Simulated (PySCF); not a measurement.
GeSe, neutral, multiplicity 1.

```xyz
2

Ge     0.0000     0.0000    -1.1111
Se     0.0000     0.0000     1.0458
```

Geometry: B3LYP-D3(BJ)/def2-TZVP.

These are KT2/pcSseg-2 (PySCF) values and carry that method's errors. Non-relativistic, no solvent.

Computed absolute GIAO shielding of each atom: isotropic value and principal components (ppm):
| atom | σ(iso) | σ11 | σ22 | σ33 | span |
|---|---|---|---|---|---|
| Ge1 | 245.8 | -1015.8 | -1015.8 | 2769.0 | 3784.8 |
| Se2 | 134.8 | -1304.4 | -1304.4 | 3013.2 | 4317.7 |
